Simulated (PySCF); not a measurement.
Species: CH6GeN (charge -1).
Bonds: C1–N2, N2–Ge3. Hydrogens: H4, H5, H6 on C1; H7 on N2; H8, H9 on Ge3.

Method: PBE0-D3(BJ)/def2-SVP geometry optimisation, gas phase in PySCF; density fitting, grid level 1; the optimiser is geomeTRIC in internal coordinates, started from a GFN2-xTB structure with every atom displaced at random (about 0.01 Å).

Step 1: E = -59123.5922 eV
```
atom  x, y, z in Å  |  force x, y, z in eV/Å
C1     -0.9705   -0.3623   -0.0556   -0.077   0.241   0.047
N2     -0.2239    0.8018   -0.4298    0.131   0.117   0.064
Ge3     1.7114    0.7850   -0.2254   -0.005  -0.440   1.148
H4     -0.5593   -1.2294   -0.6001   -0.074  -0.089   0.073
H5     -2.0521   -0.2726   -0.3262    0.056  -0.098   0.002
H6     -0.9355   -0.6119    1.0346    0.030  -0.152  -0.065
H7     -0.5680    1.6063    0.0937   -0.044   0.031  -0.065
H8      1.8438   -0.6521   -0.8989    0.093  -0.239  -0.308
H9      1.8120   -0.0814    1.3733   -0.111   0.629  -0.896
```

Step 2: E = -59123.7098 eV
```
atom  x, y, z in Å  |  force x, y, z in eV/Å
C1     -0.9717   -0.3580   -0.0458    0.042   0.181  -0.007
N2     -0.2082    0.8021   -0.4114   -0.082  -0.093  -0.011
Ge3     1.7226    0.7599   -0.1850    0.033  -0.341   0.488
H4     -0.5739   -1.2350   -0.5848   -0.007  -0.029  -0.009
H5     -2.0496   -0.2708   -0.3227   -0.002  -0.007   0.001
H6     -0.9446   -0.6337    1.0375    0.025  -0.046   0.027
H7     -0.5546    1.6130    0.1010   -0.014   0.005  -0.053
H8      1.8956   -0.6679   -0.9552   -0.014   0.115   0.043
H9      1.7423   -0.0262    1.3320    0.021   0.217  -0.479
```

Step 3: E = -59123.7231 eV
```
atom  x, y, z in Å  |  force x, y, z in eV/Å
C1     -0.9751   -0.3538   -0.0398    0.041   0.004   0.014
N2     -0.2036    0.7957   -0.4088   -0.058  -0.063   0.011
Ge3     1.7248    0.7428   -0.1381    0.077   0.263  -0.357
H4     -0.5828   -1.2405   -0.5690    0.002  -0.002  -0.030
H5     -2.0510   -0.2677   -0.3231   -0.024   0.015   0.015
H6     -0.9522   -0.6333    1.0442   -0.013  -0.005   0.025
H7     -0.5590    1.6149    0.0826   -0.005   0.029  -0.040
H8      1.9186   -0.6448   -0.9513    0.000   0.001  -0.009
H9      1.7383   -0.0299    1.2690   -0.021  -0.242   0.371
```

Question: Estimate the geometry and energy of step 4. (The exact step hangs on the optimiser's Hessian estimate; all steps are aligned on step 3, rigid shifts and turns removed.)

Answer: E = -59123.7325 eV, largest force 0.065 eV/Å
```
atom  x, y, z in Å  |  force x, y, z in eV/Å
C1     -0.9727   -0.3542   -0.0381    0.017   0.030   0.008
N2     -0.2053    0.7959   -0.4147   -0.018  -0.044   0.008
Ge3     1.7254    0.7513   -0.1485    0.010   0.003   0.064
H4     -0.5805   -1.2410   -0.5675   -0.007  -0.004  -0.013
H5     -2.0504   -0.2687   -0.3168   -0.007   0.004   0.010
H6     -0.9466   -0.6276    1.0476    0.007  -0.010   0.005
H7     -0.5615    1.6171    0.0728   -0.005   0.018  -0.036
H8      1.9203   -0.6374   -0.9602    0.002   0.006  -0.011
H9      1.7291   -0.0519    1.2911    0.001  -0.002  -0.035
```

The energy changes by -0.0094 eV. The first-order estimate −F·Δx gives -0.0204 eV and the mean of the old and new forces, exact on a quadratic surface, -0.0098 eV. The step makes an angle of 39° with the force vector and moves no atom by more than 0.032 Å.

The cost below is that of the whole optimisation. Hardware: one thread, Arm Neoverse N1 (aarch64), on a shared host. Cost: 33 s, 0.37 GiB resident at most.
